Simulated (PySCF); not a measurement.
# Computed properties of Al(Cl)(Me)(OH) (CH4AlClO), SMILES [CH3][Al]([OH])[Cl]

Al(Cl)(Me)(OH) (CH4AlClO), SMILES [Cl][Al]([OH])[CH3]. Geometry optimised at r2SCAN-D4/def2-SVP. The values are those of a single conformer. All values are computed for the isolated molecule unless a solvent is named; none is compared with measurement here.

**Structure.** The optimised structure has Cs symmetry. All 18 harmonic modes at r2SCAN-D4/def2-SVP (PySCF) are real, so it is a minimum. With heavy atoms numbered as in [Al:1]([Cl:2])([CH3:3])[OH:7], the shortest bond between them is Al1–O7 at 1.698 Å and the longest Al1–Cl2 at 2.116 Å.

**Vibrations.** The strongest infrared lines (harmonic, unscaled, degenerate partners summed) lie at 716 cm⁻¹ (198 km/mol, H 44 %, Al 30 %, C 22 %), 559 cm⁻¹ (158 km/mol, H 78 %, O 15 %), 396 cm⁻¹ (157 km/mol, H 87 %, O 11 %). The softest mode is at 30 cm⁻¹ and the zero-point energy is 31.8 kcal/mol.

**Electronic structure.** HF/def2-TZVP (PySCF) places the frontier levels at -11.91 and 2.41 eV, a gap of 14.32 eV, and gives a dipole moment of 0.70 D and a mean polarisability of 45.8 bohr³.

**Excitations.** TDA-M06-2X/def2-SVPD (PySCF) has S1 at 7.18 eV (173 nm, f = 0.007, weak); the most intense of the 10 singlets computed lies at 7.27 eV (f = 0.18). T1 (TDA) is at 6.62 eV, 0.56 eV under S1. No vertical singlet excitation falls in the visible range (under 3.1 eV).

**NMR.** GIAO shifts at B3LYP/pcSseg-1 (PySCF) (non-relativistic, atoms alike by connectivity averaged): ¹³C at -13.5 ppm against TMS; ¹H from 0.1 to 2.8 ppm against TMS. Without spin–orbit terms, shifts of atoms bonded to Cl or Br come out too high.
